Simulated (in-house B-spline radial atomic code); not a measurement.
Ionising neutral bromine with different functionals

Computed with a B-spline radial code for spherical atoms: non-relativistic Hamiltonian, point nucleus, spin-polarised at highest spin, spherical fractional occupations for the functionals, and exact exchange of hybrids averaged over the configuration. The ionisation energy is the difference of two self-consistent energies, [Ar] 3d10 4s2 4p5 → [Ar] 3d10 4s2 4p4, without Breit or QED terms; ε is the level of the shell that loses the electron (its least bound occupied spin orbital). There is no spin-orbit coupling in this Hamiltonian.

```json
{"method": "PBE0", "rung": "global hybrid", "ΔSCF (eV)": "11.87", "-ε(4p) (eV)": "8.79"}
{"method": "B3LYP", "rung": "global hybrid", "ΔSCF (eV)": "11.96", "-ε(4p) (eV)": "8.57"}
{"method": "TPSSh", "rung": "global hybrid", "ΔSCF (eV)": "11.92", "-ε(4p) (eV)": "8.06"}
{"method": "M06-2X", "rung": "global hybrid", "ΔSCF (eV)": "11.90", "-ε(4p) (eV)": "10.23"}
{"method": "BHandHLYP", "rung": "global hybrid", "ΔSCF (eV)": "11.78", "-ε(4p) (eV)": "9.95"}
{"method": "r2SCAN0", "rung": "global hybrid", "ΔSCF (eV)": "11.96", "-ε(4p) (eV)": "8.93"}
{"method": "B97-1", "rung": "global hybrid", "ΔSCF (eV)": "11.82", "-ε(4p) (eV)": "8.51"}
{"method": "HSE06", "rung": "range-separated hybrid", "ΔSCF (eV)": "11.88", "-ε(4p) (eV)": "8.37"}
{"method": "wB97X", "rung": "range-separated hybrid", "ΔSCF (eV)": "11.82", "-ε(4p) (eV)": "11.21"}
{"method": "CAM-B3LYP", "rung": "range-separated hybrid", "ΔSCF (eV)": "11.96", "-ε(4p) (eV)": "10.23"}
{"method": "LC-wPBE", "rung": "range-separated hybrid", "ΔSCF (eV)": "11.94", "-ε(4p) (eV)": "11.67"}
```

Among the functionals, which spreads more, the ΔSCF values or the orbital energies?

The orbital energies: ΔSCF values span about 0.19 eV and the orbital energies 3.61 eV; here energy differences depend much less on the functional than eigenvalues do.

How do they compare with the NIST value?

NIST lists 11.814 eV (measured, ground level to ground level). Errors run from -0.04 to +0.15 eV; wB97X is closest (+0.00 eV), but part of that can be cancellation, since the calculations leave out relativity, Breit-QED terms, multiplet and fine-structure energies.
